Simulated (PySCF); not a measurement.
Polarisability and C₆ of Ti+ (titanium, charge +1)

[Ar] 3d2 4s1, high-spin 4F determinant. Calculation: PySCF 2.14, in def2-TZVPPD (6s6p4d2f1g, 67 functions); the non-relativistic Hamiltonian (point nucleus). Coupled (time-dependent) response in atomic units; α is the mean over directions.

```json
{"method": "UHF", "mean α (bohr³)": "64.56", "α xx, yy, zz": "64.56, 64.56, 64.56", "C₆ (like pair)": "441.3", "S(−4)": "3885"}
{"method": "PBE", "mean α (bohr³)": "47.83", "α xx, yy, zz": "47.83, 47.83, 47.83", "C₆ (like pair)": "300.2", "S(−4)": "1962"}
{"method": "PBE0", "mean α (bohr³)": "51.58", "α xx, yy, zz": "51.58, 51.58, 51.58", "C₆ (like pair)": "329.9", "S(−4)": "2344"}
{"method": "r2SCAN0", "mean α (bohr³)": "51.09", "α xx, yy, zz": "51.16, 51.16, 50.95", "C₆ (like pair)": "332.8", "S(−4)": "2190"}
```

S(−4) is the Cauchy moment in α(ω) = α(0) + S(−4) ω² + …

α(iu) at PBE0:

| u (hartree) | α(iu) (bohr³) |
| --- | --- |
| 0 | 51.58 |
| 0.0500 | 46.38 |
| 0.100 | 35.97 |
| 0.200 | 20.12 |
| 0.300 | 12.61 |
| 0.500 | 6.837 |
| 0.750 | 4.319 |
| 1.00 | 3.136 |
| 1.50 | 1.946 |
| 2.00 | 1.339 |
| 3.00 | 0.7427 |
| 5.00 | 0.3218 |

A single London oscillator, α(iu) = α/(1 + u²/ω²), gives C₆ = (3/4) ω α². Matching the computed C₆ needs ω = 4 × 329.9 / (3 × 51.58²) = 0.165 hartree.

For an ion, C₆ is the dispersion term alone; charge-induced terms of lower order in 1/R come first.

The components differ because the open shell of this determinant is not spherical; for a pure term their mean is the scalar polarisability.
